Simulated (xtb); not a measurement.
Al(I)(Me)(OH) (CH4AlIO), SMILES [CH3][Al]([OH])[I]. All values are semi-empirical tight-binding results from xtb (GFN2-xTB unless named), good for trends rather than for accurate numbers. Coordinates come from a GFN2-xTB optimisation. The structure was generated by enumeration; whether it is a known compound was not checked. Other conformers were not sampled.

For metal compounds this method's bond lengths and energies can be far off.

Estimate the properties. (Estimate from the structure and the level; the computed values follow.)


```json
{
  "orbital_gap": "4.31 eV",
  "zero_point_energy": "30.5 kcal/mol",
  "G − E(el) at 298.15 K (modified RRHO)": "9.8 kcal/mol"
}
```
